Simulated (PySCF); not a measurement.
# Yb(SH)2 relaxed at several levels

Computed with PySCF 2.14.0, PBE0, def2-SVP on the ligands, density fitting, scalar-relativistic core potentials, no spin-orbit coupling, vacuum. Each row is relaxed at its own level from the same template. Distances are means of the shortest metal–ligand contacts, charges and spins Mulliken's; removal energies are rigid, with the ligand's formal charge and no counterpoise, so too large; for an anion taken off a cation in vacuum most of it is the attraction of opposite charges, and multiply charged cations can part far more cheaply with an electron moved from ligand to metal. lcecp potentials hold a fixed number of 4f electrons in the core, out of states, spins and gaps.

```json
{"level": "PBE0", "basis on the metal": "def2-SVP with ECP28", "point group": "C2", "M–SH (Å)": "2.614", "charge on M (e)": "0.75", "dipole (D)": "6.56", "HOMO–LUMO gap (eV)": "3.80", "removal of one SH (eV)": "7.94", "strongest infrared band, degenerate modes summed (cm⁻¹)": "276", "unstable modes (below −25 cm⁻¹)": "0"}
```

Problem. What does the calculation give for PBE0, lcecp-0-SVP with ECP60?

Solution. point group: C2, M–SH (Å): 2.688, charge on M (e): 0.65, dipole (D): 4.26, removal of one SH (eV): 7.92, strongest infrared band, degenerate modes summed (cm⁻¹): 274, unstable modes (below −25 cm⁻¹): 0.
```xyz
5

Yb    0.0000    0.0000    1.5176
S     2.4870    0.1287    0.5061
H     2.1293   -0.2293   -0.7486
S    -2.4870   -0.1287    0.5061
H    -2.1293    0.2293   -0.7486
```

One start shape was tried for each, so a minimum needn't be the lowest isomer.
